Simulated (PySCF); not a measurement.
**Two-component Hartree-Fock for Rb⁺ (rubidium, charge +1)**

Start: [Kr]. Calculated with PySCF 2.14 in x2c-TZVPPall-2c with one added diffuse shell each of s, p, d, f type (9s10p8d3f1g, 109 functions): generalised Hartree-Fock with the X2C-1e Hamiltonian and a Gaussian nucleus; spin-orbit coupling (SO) screened by Boettger's factors.

```csv
spinor shell,electrons,"ε, screened SO (eV)",weight of nominal j (screened SO),"rms radius, screened SO (bohr)"
1s1/2,2,-15292.0,1.000,0.0464
2s1/2,2,-2113.4,1.000,0.192
2p1/2,2,-1910.6,1.000,0.169
2p3/2,4,-1848.8,1.000,0.173
3s1/2,2,-347.14,1.000,0.543
3p1/2,2,-272.76,1.000,0.550
3p3/2,4,-263.00,1.000,0.561
3d3/2,4,-132.80,1.000,0.575
3d5/2,6,-131.16,1.000,0.579
4s1/2,2,-48.076,1.000,1.57
4p1/2,2,-28.149,1.000,1.82
4p3/2,4,-27.148,1.000,1.86
```

```
   quantity  screened SO
E (hartree)  -2979.07893
        M_J            0
       ⟨J²⟩        0.000
       ⟨L²⟩        0.005
       ⟨S²⟩        0.005
```

Breit and QED terms are absent; they matter most for the inner s and p1/2 levels.

Densities and radii are taken from the X2C orbitals without a picture-change correction, which distorts them close to the nucleus.
